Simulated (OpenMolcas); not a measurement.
Computed levels of 5s² 5p² in ions with 50 electrons, in cm-1 above ³P₀.

```json
{
 "Program": "OpenMolcas",
 "Method": "SS-CASPT2, IPEA 0.25 Eh, imaginary shift 0.1 Eh",
 "Basis": "ANO-RCC-VTZP",
 "Scalar Hamiltonian": "DKH2, point nucleus",
 "Spin-orbit coupling": "RASSI with atomic mean-field integrals over the reference wave functions, term energies averaged over their components"
}
```

Active space for each ion: 2 electrons in 3 orbitals (5p); closed shells correlated by CASPT2: 4d 5s.

```json
{"Level": "³P₁", "Sn": "1429", "Te2+": "4130", "I3+": "6040"}
{"Level": "³P₂", "Sn": "3050", "Te2+": "7410", "I3+": "10110"}
{"Level": "¹D₂", "Sn": "8780", "Te2+": "16370", "I3+": "21210"}
{"Level": "¹S₀", "Sn": "17590", "Te2+": "29680", "I3+": "36080"}
```

Estimate ³P₂, ¹D₂, ¹S₀ for Sb+ from its neighbours Sn and Te2+.

³P₂ is fine structure, which grows about as the fourth power of a screened charge, so the fourth roots are averaged: ((3050^0.25 + 7410^0.25) / 2)^4 = 4872. The calculation gives 5080, so the estimate is off by -4.1 %; the measured value is 5658 (NIST Handbook of Basic Atomic Spectroscopic Data).
¹D₂ is another term, which grows about linearly with the charge: (8780 + 16370) / 2 = 12575. The calculation gives 12370, so the estimate is off by +1.7 %; the measured value is 12790 (NIST Handbook of Basic Atomic Spectroscopic Data).
¹S₀ is another term, which grows about linearly with the charge: (17590 + 29680) / 2 = 23635. The calculation gives 23750, so the estimate is off by -0.5 %; the measured value is 23906 (NIST Handbook of Basic Atomic Spectroscopic Data).

CASPT2 breaks the degeneracy within a term, and the mean is taken; among the terms shown or strongly mixed into the levels shown the widest spread is 120 cm-1 (5s² 5p² ¹D, Sb+). With the s shell closed, the reference lacks s² → p² mixing. Measured partners are found by configuration, term and J. A level has none where our copy of the source lacks it or the pairing is in doubt (some pairs that miss far off the trend of their configuration count as doubtful), and it then counts in no deviation. Only configurations of the active space appear.
